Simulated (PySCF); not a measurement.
C₃H₅ClOSi, SMILES Cl[Si@@H]1CC=CO1.

The structure is a stationary point at B3LYP-D3(BJ)/def2-SVP. The structure was generated by enumeration; whether it is a known compound was not checked. Other conformers were not sampled.

The numbers are results of B3LYP-D3(BJ)/def2-SVP run with PySCF, not measurements.

Frequencies are harmonic and unscaled.

```json
[
 {"mode": "1", "ν (cm⁻¹)": "86", "IR (km/mol)": "0.1", "Raman (Å⁴/amu)": "2.7", "depolarisation": "0.74", "moving atoms (share of kinetic energy)": "C 39 %, Cl 24 %, H 17 %, O 12 %, Si 9 %"},
 {"mode": "2", "ν (cm⁻¹)": "183", "IR (km/mol)": "1.3", "Raman (Å⁴/amu)": "4.7", "depolarisation": "0.74", "moving atoms (share of kinetic energy)": "C 28 %, Cl 23 %, Si 18 %, H 18 %, O 13 %"},
 {"mode": "3", "ν (cm⁻¹)": "254", "IR (km/mol)": "4.2", "Raman (Å⁴/amu)": "1.6", "depolarisation": "0.52", "moving atoms (share of kinetic energy)": "O 29 %, Cl 24 %, H 21 %, C 15 %, Si 11 %"},
 {"mode": "4", "ν (cm⁻¹)": "434", "IR (km/mol)": "2.3", "Raman (Å⁴/amu)": "4.3", "depolarisation": "0.45", "moving atoms (share of kinetic energy)": "C 40 %, H 34 %, O 11 %, Cl 9 %"},
 {"mode": "5", "ν (cm⁻¹)": "473", "IR (km/mol)": "42.3", "Raman (Å⁴/amu)": "5.2", "depolarisation": "0.34", "moving atoms (share of kinetic energy)": "Si 37 %, C 28 %, O 16 %, H 12 %"},
 {"mode": "6", "ν (cm⁻¹)": "557", "IR (km/mol)": "73.0", "Raman (Å⁴/amu)": "5.6", "depolarisation": "0.17", "moving atoms (share of kinetic energy)": "Si 37 %, Cl 27 %, C 16 %, O 12 %"},
 {"mode": "7", "ν (cm⁻¹)": "660", "IR (km/mol)": "8.1", "Raman (Å⁴/amu)": "11.7", "depolarisation": "0.58", "moving atoms (share of kinetic energy)": "H 46 %, C 36 %, Si 14 %"},
 {"mode": "8", "ν (cm⁻¹)": "700", "IR (km/mol)": "22.0", "Raman (Å⁴/amu)": "1.5", "depolarisation": "0.43", "moving atoms (share of kinetic energy)": "H 47 %, C 31 %, Si 17 %"},
 {"mode": "9", "ν (cm⁻¹)": "733", "IR (km/mol)": "33.4", "Raman (Å⁴/amu)": "5.9", "depolarisation": "0.75", "moving atoms (share of kinetic energy)": "H 72 %, C 18 %"},
 {"mode": "10", "ν (cm⁻¹)": "763", "IR (km/mol)": "22.1", "Raman (Å⁴/amu)": "4.5", "depolarisation": "0.62", "moving atoms (share of kinetic energy)": "H 76 %, C 19 %"},
 {"mode": "11", "ν (cm⁻¹)": "775", "IR (km/mol)": "77.7", "Raman (Å⁴/amu)": "10.3", "depolarisation": "0.13", "moving atoms (share of kinetic energy)": "O 42 %, Si 31 %, C 15 %, H 11 %"},
 {"mode": "12", "ν (cm⁻¹)": "863", "IR (km/mol)": "55.4", "Raman (Å⁴/amu)": "3.8", "depolarisation": "0.70", "moving atoms (share of kinetic energy)": "C 40 %, H 35 %, O 16 %, Si 10 %"},
 {"mode": "13", "ν (cm⁻¹)": "875", "IR (km/mol)": "163.2", "Raman (Å⁴/amu)": "4.7", "depolarisation": "0.65", "moving atoms (share of kinetic energy)": "H 70 %, C 16 %, Si 10 %"},
 {"mode": "14", "ν (cm⁻¹)": "940", "IR (km/mol)": "3.1", "Raman (Å⁴/amu)": "1.2", "depolarisation": "0.65", "moving atoms (share of kinetic energy)": "H 72 %, C 28 %"},
 {"mode": "15", "ν (cm⁻¹)": "953", "IR (km/mol)": "15.5", "Raman (Å⁴/amu)": "5.5", "depolarisation": "0.17", "moving atoms (share of kinetic energy)": "C 55 %, H 44 %"},
 {"mode": "16", "ν (cm⁻¹)": "1055", "IR (km/mol)": "130.2", "Raman (Å⁴/amu)": "8.2", "depolarisation": "0.54", "moving atoms (share of kinetic energy)": "H 44 %, C 29 %, O 27 %"},
 {"mode": "17", "ν (cm⁻¹)": "1103", "IR (km/mol)": "18.2", "Raman (Å⁴/amu)": "4.3", "depolarisation": "0.73", "moving atoms (share of kinetic energy)": "H 87 %, C 13 %"},
 {"mode": "18", "ν (cm⁻¹)": "1186", "IR (km/mol)": "2.1", "Raman (Å⁴/amu)": "2.6", "depolarisation": "0.12", "moving atoms (share of kinetic energy)": "C 48 %, H 46 %"},
 {"mode": "19", "ν (cm⁻¹)": "1207", "IR (km/mol)": "104.7", "Raman (Å⁴/amu)": "9.8", "depolarisation": "0.53", "moving atoms (share of kinetic energy)": "H 65 %, C 20 %, O 15 %"},
 {"mode": "20", "ν (cm⁻¹)": "1356", "IR (km/mol)": "3.4", "Raman (Å⁴/amu)": "0.9", "depolarisation": "0.68", "moving atoms (share of kinetic energy)": "H 66 %, C 33 %"},
 {"mode": "21", "ν (cm⁻¹)": "1407", "IR (km/mol)": "5.0", "Raman (Å⁴/amu)": "24.1", "depolarisation": "0.61", "moving atoms (share of kinetic energy)": "H 91 %, C 9 %"},
 {"mode": "22", "ν (cm⁻¹)": "1679", "IR (km/mol)": "71.9", "Raman (Å⁴/amu)": "15.5", "depolarisation": "0.08", "moving atoms (share of kinetic energy)": "C 90 %, H 9 %"},
 {"mode": "23", "ν (cm⁻¹)": "2290", "IR (km/mol)": "109.6", "Raman (Å⁴/amu)": "148.4", "depolarisation": "0.21", "moving atoms (share of kinetic energy)": "H 97 %"},
 {"mode": "24", "ν (cm⁻¹)": "3030", "IR (km/mol)": "10.2", "Raman (Å⁴/amu)": "157.8", "depolarisation": "0.17", "moving atoms (share of kinetic energy)": "H 94 %"},
 {"mode": "25", "ν (cm⁻¹)": "3084", "IR (km/mol)": "3.0", "Raman (Å⁴/amu)": "95.2", "depolarisation": "0.66", "moving atoms (share of kinetic energy)": "H 91 %, C 9 %"},
 {"mode": "26", "ν (cm⁻¹)": "3198", "IR (km/mol)": "0.1", "Raman (Å⁴/amu)": "94.2", "depolarisation": "0.70", "moving atoms (share of kinetic energy)": "H 92 %"},
 {"mode": "27", "ν (cm⁻¹)": "3220", "IR (km/mol)": "12.5", "Raman (Å⁴/amu)": "204.7", "depolarisation": "0.16", "moving atoms (share of kinetic energy)": "H 90 %, C 10 %"}
]
```
